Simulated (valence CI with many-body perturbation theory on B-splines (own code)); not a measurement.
Level structure of Se27+

Level of theory: relativistic CI+MBPT: five valence electrons over a frozen Dirac-Fock core [He], radial functions for each j: 11 s, 11 p, 10 d, 8 f, 5 g, 2 h, with the one-electron correlation potential Σ1 (screened to all orders), the two-electron term Σ2, the three-electron term Σ3, Breit, model QED; selected single and double excitations, second order for the rest, scaled by the run's own slope (own B-spline code, finite nucleus).

The last digits are not significant, and no measured levels were compared; by estimate large intervals hold to a few tenths of a per cent, small ones and those within an open d or f shell to about a per cent. Among the levels kept, up to 5300 cm⁻¹ of a level comes from second order outside the variational space, and about a tenth of that is noise between levels of different J, which matters for small intervals.

Levels 136 to 180 of 209, with energies above the lowest level, (2s^2 2p1/2^2 2p3/2) J=3/2. "Leading %" is the weight of the configuration and term that name the level; weights of strongly mixed levels are sums over their largest components and can fall short. In the jj column 3d3/2^4 stands for four electrons in 3d with j = 3/2. Lifetimes count E1, E2, E3, M1 and M2 decay at the calculated energies, and are blank where another channel may lead or the interval is too uncertain; long ones can be off by a factor of two.

```tsv
No.	Configuration	Term	J	E (× 10³ cm⁻¹)	Leading %	Lifetime	Leading jj
136	2s 2p3 3d	4D°	3/2	15502	60	49.9 fs	2s 2p1/2 2p3/2^2 3d3/2 (49 %)
137	2s 2p3 3p	2D	3/2	15502	45	76.5 fs	2s 2p1/2 2p3/2^2 3p3/2 (78 %)
138	2s 2p3 3d	4G°	9/2	15513	57	52.2 ps	2s 2p1/2 2p3/2^2 3d5/2 (67 %)
139	2s 2p3 3p	2F	7/2	15516	42	141 fs	2s 2p1/2 2p3/2^2 3p3/2 (62 %)
140	2s 2p3 3d	4P°	5/2	15519	33	23.3 fs	2s 2p1/2^2 2p3/2 3d5/2 (35 %)
141	2s 2p3 3d	4P°	1/2	15520	38	168 fs	2s 2p1/2 2p3/2^2 3d3/2 (60 %)
142	2s 2p3 3d	4P°	3/2	15537	37	33.4 fs	2s 2p1/2^2 2p3/2 3d5/2 (56 %)
143	2s 2p3 3d	2G°	7/2	15556	51	687 fs	2s 2p1/2 2p3/2^2 3d3/2 (49 %)
144	2s 2p3 3p	4P	3/2	15566	48	346 fs	2s 2p1/2 2p3/2^2 3p1/2 (67 %)
145	2s 2p3 3p	4P	5/2	15569	30	303 fs	2s 2p1/2 2p3/2^2 3p3/2 (61 %)
146	2s 2p3 3p	2P	1/2	15573	42	110 fs	2s 2p1/2 2p3/2^2 3p1/2 (70 %)
147	2s 2p3 3d	4F°	9/2	15590	88	51.9 ps	2s 2p1/2 2p3/2^2 3d5/2 (63 %)
148	2s 2p3 3p	4P	1/2	15591	36	109 fs	2s 2p1/2 2p3/2^2 3p3/2 (75 %)
149	2s 2p3 3p	2D	3/2	15592	47	148 fs	2s 2p1/2 2p3/2^2 3p3/2 (59 %)
150	2s 2p3 3d	4G°	11/2	15608	100	74.9 ps	2s 2p1/2 2p3/2^2 3d5/2 (100 %)
151	2s 2p3 3d	2F°	5/2	15612	27	26.6 fs	2s 2p1/2 2p3/2^2 3d5/2 (62 %)
152	2s 2p3 3d	2P°	1/2	15624	37	38.5 fs	2s 2p1/2 2p3/2^2 3d5/2 (67 %)
153	2s 2p3 3p	4P	5/2	15625	51	199 fs	2s 2p1/2 2p3/2^2 3p3/2 (78 %)
154	2s 2p3 3d	4D°	7/2	15627	70	18.5 fs	2s 2p1/2 2p3/2^2 3d3/2 (59 %)
155	2s 2p3 3d	2G°	9/2	15641	76	16.0 ps	2s 2p1/2 2p3/2^2 3d3/2 (59 %)
156	2s 2p3 3d	2D°	3/2	15643	24	20.4 fs	2s 2p1/2 2p3/2^2 3d5/2 (68 %)
157	2s 2p3 3d	4D°	5/2	15649	54	15.5 fs	2s 2p1/2 2p3/2^2 3d3/2 (86 %)
158	2s 2p3 3s	2P°	3/2	15668	48	44.2 fs	2s 2p3/2^3 3s (65 %)
159	2s 2p3 3s	2P°	1/2	15670	47	50.3 fs	2s 2p3/2^3 3s (63 %)
160	2s 2p3 3d	4P°	3/2	15672	36	17.3 fs	2s 2p1/2 2p3/2^2 3d3/2 (75 %)
161	2s 2p3 3p	2P	1/2	15686	52	154 fs	2s 2p1/2 2p3/2^2 3p3/2 (61 %)
162	2s 2p3 3p	2P	3/2	15686	42	151 fs	2s 2p1/2 2p3/2^2 3p3/2 (62 %)
163	2s 2p3 3d	2P°	1/2	15691	27	42.7 fs	2s 2p1/2 2p3/2^2 3d5/2 (70 %)
164	2s 2p3 3d	2P°	3/2	15731	36	20.6 fs	2s 2p1/2 2p3/2^2 3d5/2 (90 %)
165	2s 2p3 3d	2F°	7/2	15744	72	30.2 fs	2s 2p1/2 2p3/2^2 3d5/2 (60 %)
166	2s 2p3 3d	2D°	5/2	15751	47	21.9 fs	2s 2p1/2 2p3/2^2 3d5/2 (76 %)
167	2s 2p3 3d	4F°	3/2	15774	69	111 fs	2s 2p1/2 2p3/2^2 3d3/2 (92 %)
168	2s 2p3 3p	2F	5/2	15777	46	68.2 fs	2s 2p3/2^3 3p1/2 (61 %)
169	2s 2p3 3p	2P	3/2	15785	40	183 fs	2s 2p3/2^3 3p1/2 (55 %)
170	2s 2p3 3d	4F°	5/2	15793	49	65.2 fs	2s 2p1/2 2p3/2^2 3d5/2 (57 %)
171	2s 2p3 3p	2F	7/2	15814	64	478 fs	2s 2p3/2^3 3p3/2 (64 %)
172	2s 2p3 3d	4F°	7/2	15815	41	279 fs	2s 2p1/2 2p3/2^2 3d5/2 (68 %)
173	2s 2p3 3d	4D°	1/2	15822	60	25.4 fs	2s 2p1/2 2p3/2^2 3d3/2 (83 %)
174	2s 2p3 3d	4P°	5/2	15832	30	111 fs	2s 2p1/2 2p3/2^2 3d5/2 (55 %)
175	2s 2p3 3d	4D°	3/2	15845	50	23.9 fs	2s 2p1/2 2p3/2^2 3d3/2 (60 %)
176	2s 2p3 3p	2P	3/2	15846	44	89.1 fs	2s 2p3/2^3 3p3/2 (55 %)
177	2s 2p3 3p	2D	5/2	15850	63	643 fs	2s 2p3/2^3 3p3/2 (55 %)
178	2s 2p3 3d	2D°	3/2	15859	61	85.0 fs	2s 2p1/2 2p3/2^2 3d5/2 (50 %)
179	2s 2p3 3d	2F°	5/2	15869	36	55.6 fs	2s 2p1/2 2p3/2^2 3d5/2 (65 %)
180	2s 2p3 3d	2G°	9/2	15871	44	10.3 ps	2s 2p1/2 2p3/2^2 3d5/2 (60 %)
```

Where two levels of one J and parity lie close, their mixing, g and order are uncertain.
